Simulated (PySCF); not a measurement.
Order these species by their calculated properties.

Each SMILES stands for a single optimised conformer of the isolated species, non-relativistic unless stated. Electronic properties by PySCF.

The conformers computed, where there is a choice (atom-mapped SMILES and torsion angles):
- `[CH2:1]=[CH:2][C:3](=[CH2:4])[CH2:5][NH:6][CH3:7]`: C1–C2–C3–C4 178°, C2–C3–C5–N6 -77°, C3–C5–N6–C7 174°
- `[CH3:1][c:2]1[cH:3][cH:4][c:5]([C:6](=[O:7])[Cl:8])[o:9]1`: C4–C5–C6–O7 0°
- `[CH3:1][S:2][c:3]1[cH:4][cH:5][cH:6][cH:7][n:8]1`: C1–S2–C3–C4 180°
- `[CH:1]#[C:2][C@H:3]([F:4])[SiH2:5][C:6](=[CH2:7])[CH3:8]`: C2–C3–Si5–C6 -66°, C3–Si5–C6–C7 -108°
- `[CH3:1][O:2][S:3](=[O:4])[O:5][CH3:6]`: C1–O2–S3–O4 -15°, O2–S3–O5–C6 -96°
- `[CH3:1][CH2:2][C:3]([CH3:4])([CH3:5])[C:6]#[N:7]`: C1–C2–C3–C4 -175°

The conformers of `C=C[C@@H]1CCNC1` aren't listed.

**Question.** Rank by lowest triplet excitation (Tamm–Dancoff), lowest first (TDA wB97X-D/def2-SVPD at GFN2-xTB geometries).
A. `[SiH2]([C@@H](F)C#C)C(C)=C`
B. `C=CC(=C)CNC`
C. `CC1=CC=C(C(=O)Cl)O1`
D. `CSc1ccccn1`
E. `C=C[C@@H]1CCNC1`

**Answer.** C (3.11 eV), B (3.34 eV), D (3.97 eV), A (4.37 eV), E (4.64 eV).

**Question.** Rank by lowest singlet excitation, lowest first (TDDFT wB97X-D/def2-SVPD at GFN2-xTB geometries).
A. `Fc1pcpcp1`
B. `C=CC(=C)CNC`
C. `CCC(C)(C)C#N`
D. `COS(=O)OC`
E. `O=C(Cl)c1oc(cc1)C`
F. `C=C[C@@H]1CCNC1`
G. `C#C[C@H](F)[SiH2]C(=C)C`

**Answer.** A (3.74 eV), E (4.76 eV), B (5.14 eV), G (5.74 eV), F (6.30 eV), D (7.18 eV), C (7.96 eV).

**Question.** Rank by HOMO energy, highest first (wB97X-D/def2-SVPD at GFN2-xTB geometries).
A. `CCC(C)(C)C#N`
B. `C=CC(=C)CNC`
C. `c1pc(pcp1)F`
D. `CSC1=CC=CC=N1`
E. `C#C[C@H](F)[SiH2]C(=C)C`

**Answer.** D (-8.01 eV), B (-8.28 eV), C (-9.23 eV), E (-9.34 eV), A (-11.05 eV).

**Question.** By how much do the two ends of that ranking differ?

**Answer.** By 3.04 eV, between `CSc1ccccn1` and `CCC(C)(C)C#N`.

**Question.** Rank by electronic spatial extent ⟨r²⟩ about the centre of nuclear charge, highest first (wB97X-D/def2-SVPD at GFN2-xTB geometries).
A. `COS(=O)OC`
B. `Cc1ccc(C(=O)Cl)o1`
C. `CSc1ncccc1`
D. `Fc1pcpcp1`
E. `C=CC(=C)CNC`
F. `CCC(C)(C)C#N`

**Answer.** B (1493 bohr²), C (1160 bohr²), D (1150 bohr²), E (946 bohr²), F (804 bohr²), A (669 bohr²).

**Question.** Rank by dipole moment, highest first (wB97X-D/def2-SVPD at GFN2-xTB geometries).
A. `C=CC(=C)CNC`
B. `FC1=PC=PC=P1`
C. `C#C[C@H](F)[SiH2]C(=C)C`
D. `CCC(C)(C)C#N`
E. `COS(=O)OC`
F. `Cc1ccc(C(=O)Cl)o1`

**Answer.** F (5.29 D), D (4.09 D), C (2.41 D), E (1.77 D), B (1.54 D), A (0.84 D).

**Question.** Give the two extremes of that set in atomic units.

**Answer.** `C=CC(=C)CNC`: 0.33 au; `Cc1ccc(C(=O)Cl)o1`: 2.08 au.

**Question.** Rank by smallest rotational constant, lowest first (GFN2-xTB).
A. `C=CC(=C)CNC`
B. `CCC(C)(C)C#N`
C. `O=S(OC)OC`
D. `CSc1ccccn1`
E. `CC1=CC=C(C(=O)Cl)O1`
F. `Fc1pcpcp1`

**Answer.** E (0.716 GHz), F (0.891 GHz), D (0.982 GHz), A (1.336 GHz), B (1.883 GHz), C (2.143 GHz).
